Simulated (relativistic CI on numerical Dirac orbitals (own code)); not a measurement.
## Ni²⁺ in a cubic cluster: 2p photoemission with charge transfer

Computed with a charge-transfer multiplet model of a cubic metal-ligand cluster with up to 2 ligand holes, Slater and spin-orbit integrals from Dirac-Coulomb-Breit ions, Slater integrals scaled by 0.7. The ground state mixes d8 with configurations of k ligand holes L, whose averages lie at kΔ + k(k − 1)U_dd/2; a core hole lowers each added d electron by U_cd. 20 K, Lorentzian 0.6 eV and Gaussian 0.8 eV FWHM.

Atomic integrals in eV (Slater integrals scaled, ζ unscaled), ground: F2dd 8.519, F4dd 5.287, zeta_d 0.080; with the core hole: F2dd 9.781, F4dd 6.109, zeta_d 0.114, zeta_core 11.406, F2cd 5.866, G1cd 4.475, G3cd 2.546.

Cluster parameters (eV): Δ = 1.9, U_dd = 7, U_cd = 8.3, 10Dq(ligand) = 0.5, V(eg) = 2.3, V(t2g) = -1.14, final-state hopping factor = 0.8.

```tsv
Case	n_d	d8	d9L	d10L2	S
10Dq = 0.7 eV	8.36	0.66	0.32	0.02	1.00
10Dq = 1 eV	8.34	0.67	0.31	0.02	1.00
10Dq = 1.3 eV	8.33	0.68	0.30	0.01	1.00
10Dq = 1.9 eV	8.30	0.71	0.28	0.01	1.00
10Dq = 2.2 eV	8.29	0.72	0.27	0.01	1.00
```

Weights, n_d and S are thermal averages at 20 K. Binding energies count from the first peak over 30 % of the highest in each spectrum, which can be another peak from case to case. The parameters are a model scan and need not match a compound or its usual spin state. Peaks in eV (height, largest 100):
- 10Dq = 0.7 eV: 0.0 (100), 5.4 (48), 9.5 (21), 11.6 (10), 17.4 (49), 22.6 (26), 26.8 (18)
- 10Dq = 1 eV: 0.0 (100), 5.4 (48), 8.9 (20), 11.3 (9), 17.4 (49), 22.6 (26), 26.6 (17)
- 10Dq = 1.3 eV: 0.0 (100), 5.4 (48), 8.7 (20), 17.4 (50), 22.6 (26), 26.4 (16)
- 10Dq = 1.9 eV: 0.0 (100), 5.4 (48), 8.1 (20), 17.4 (50), 22.6 (26), 25.8 (16)
- 10Dq = 2.2 eV: 0.0 (100), 5.5 (49), 8.1 (20), 10.5 (10), 17.4 (50), 22.7 (26), 25.8 (16)

Curve for 10Dq = 0.7 eV (points under 2 left out, the grid thinned):

E (eV), Intensity and a bar:
```
     -3.0        2.0 
     -2.3        3.3 
     -1.6        7.0 ##
     -0.8       32.0 #########
     -0.1       97.0 ##############################
      0.6       64.3 ####################
      1.3       20.7 ######
      2.0        8.3 ##
      2.8        5.4 #
      3.5        5.4 #
      4.2       10.0 ###
      4.9       34.0 ##########
      5.6       45.6 ##############
      6.4       18.6 #####
      7.1        8.0 ##
      7.8       12.4 ###
      8.5       17.3 #####
      9.2       20.2 ######
     10.0       17.8 #####
     10.7       10.4 ###
     11.4        9.3 ##
     12.1        8.0 ##
     12.8        4.7 #
     13.6        2.8 
     15.0        2.1 
     15.7        3.6 
     16.4       11.1 ###
     17.2       45.3 ##############
     17.9       35.7 ###########
     18.6       10.8 ###
     19.3        4.5 #
     20.0        3.0 
     20.8        2.9 
     21.5        5.8 #
     22.2       20.6 ######
     22.9       21.4 ######
     23.6        6.4 #
     24.4        2.5 
     25.1        3.3 
     25.8        8.5 ##
     26.5       16.3 #####
     27.2       15.1 ####
     28.0        4.9 #
     28.7        3.9 #
     29.4        2.2
```

For the case 10Dq = 1.3 eV, Δ = 1.9 eV is smaller than U_dd = 7 eV, the charge-transfer side of the Zaanen-Sawatzky-Allen scheme. With the core hole the average of the configuration with one ligand hole lies at Δ − U_cd = -6.4 eV before mixing: it lies below the unscreened one, so the lowest final states are mostly screened and the unscreened weight appears at higher binding energy as a satellite.
